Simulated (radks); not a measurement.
All-electron atom: Gd III in [Xe] 4f7 5d0.5 6s0.5 (fractional occupations, a model configuration). Method: scalar-relativistic Kohn-Sham, PBE, spin-polarised, spherical densities, finite nucleus; open shells are filled with parallel spins first (spin-orbit coupling, left out, can overturn this in heavy ions); Fermi nuclear charge, rms radius 5.1569 fm; computed with a radial shooting solver on a logarithmic mesh with Libxc functionals.

Normalised radial functions P(r) = r R(r), r in bohr:

```
   r/bohr * 5s down (the largest magnitude, 1.01, reaches the edge; | marks zero)
 0.003046                             |  *
 0.004128                             |  *
 0.005549                             |   *
 0.007521                             |   *
  0.01019                             |   *
  0.01381                             |   *
  0.01857                             |  *
  0.02517                             |*
  0.03411                           * |
  0.04623                        *    |
  0.06216                      *      |
  0.08424                         *   |
   0.1142                             | *
   0.1547                             |        *
    0.208                             |        *
   0.2819                            *|
   0.3821                *            |
   0.5178                 *           |
   0.6962                             |   *
   0.9436                             |                     *
    1.279                             |                          *
    1.733                             |                  *
     2.33                             |       *
    3.158                             | *
     4.28                             *
      5.8                             *
    7.798                             *
    10.57                             *
```

5s down: eigenvalue -62.643 eV, 4 radial nodes at r = 0.0266, 0.106, 0.276, 0.655 bohr, <r> = 1.34 bohr, 90 % of the charge inside 1.93 bohr.
